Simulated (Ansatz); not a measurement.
Molecule: SiF2, net charge 1, doublet state. 
Coordinates optimised at B3LYP-D3(BJ)/def2-TZVP (Ansatz, a first-principles code):
```
Si
F 1 1.5399
F 1 1.5399 2 120.12
```
Charge +1, spin multiplicity 2.

Basis-set convergence of Hartree-Fock and MP2 correlation energies (hartree) with Ansatz. Correlated levels leave the core frozen unless marked. UHF or UKS for open shells. No spin-orbit coupling. Non-relativistic.

| basis | functions | E(HF) | E(corr, MP2) |
|---|---|---|---|
| aug-cc-pV(D+d)Z | 78 | -487.57579 | -0.46649 |
| aug-cc-pV(T+d)Z | 147 | … | … |

Fill in the missing entries.


- aug-cc-pV(T+d)Z, E(HF): -487.65562
- aug-cc-pV(T+d)Z, E(corr, MP2): -0.58455
